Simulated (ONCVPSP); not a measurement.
Se: one change to an ONCV potential, before and after

```
Element                 : Se (Z = 34)
Generator               : ONCVPSP 4.0.1
Type                    : optimised norm-conserving Vanderbilt (ONCV)
Functional              : BLYP
Relativity              : scalar-relativistic
Frozen core             : [Ar] 3d10
Valence charge          : 6
Reference configuration : 4s2 4p2.5 (charge +1.5)
Partial waves           : 4s: rc 1.50 bohr, ncon 4, nbas 7, qcut 3.8 1/bohr, 1 projector; 4p: rc 1.45 bohr, ncon 4, nbas 7, qcut 6.1 1/bohr, local; d scattering state at 0.37 Ha: rc 1.55 bohr, ncon 4, nbas 7, qcut 7 1/bohr, 2 projectors, debl 2.2 Ha
Local potential         : the p channel
Core correction         : polynomial model core, fcfact 0.4
```

Change: core correction polynomial model core, fcfact 0.14.

Cutoffs: the cutoffs (Ha) at which the residual kinetic energy of the hardest occupied pseudo-wave falls to 1 and 0.1 mHa per electron; they do not see the model core or the augmentation charge, which bear on the density cutoff. Errors are all-electron minus pseudo energies relative to the spin-unpolarised reference configuration.

How do hardness, ghosts and transferability respond?

The potential gets neither clearly harder nor softer (39 Ha and 51 Ha → 39 Ha and 51 Ha); both files keep a bound ghost (d); of the 4 tests that both files solve, the error grows in 2 and shrinks in 2 by more than 15 % and 0.3 meV (median size 2.0 → 2.0 meV). A model core, the more so a compact one, raises the density cutoff, which this test does not measure.

```tsv
quantity	base	changed
cutoff, loose	39 Ha	39 Ha
cutoff, tight	51 Ha	51 Ha
bound ghosts	d	d
GHOST(+) flags under 300 eV	none	none
error for 4s2 4p4, meV [ΔE -19.56 eV]	+1.1	+2.8
error for 4s2 4p3, meV [ΔE -8.85 eV]	+0.8	+1.1
error for 4s2 4p2, meV [ΔE 11.38 eV]	-3.0	-2.4
error for 4s1 4p4, meV [ΔE 2.73 eV]	-2.9	-1.6
s: phases at 1.52 bohr within 0.05 rad from the reference energy up to (Ha; the scan ends near 5)	3.4	3.4
p: phases at 1.47 bohr within 0.05 rad from the reference energy up to (Ha; the scan ends near 5)	3.3	3.3
d: phases at 1.57 bohr within 0.05 rad from the reference energy up to (Ha; the scan ends near 5)	to the end of the scan	to the end of the scan
rms error of d²Exc/dni dnj with the model core, mHa	0.89	2.19
```

 A true bound ghost makes a file unfit for plane-wave use even where its test errors are small: the radial tests pick states by their node count and pass the ghost by.
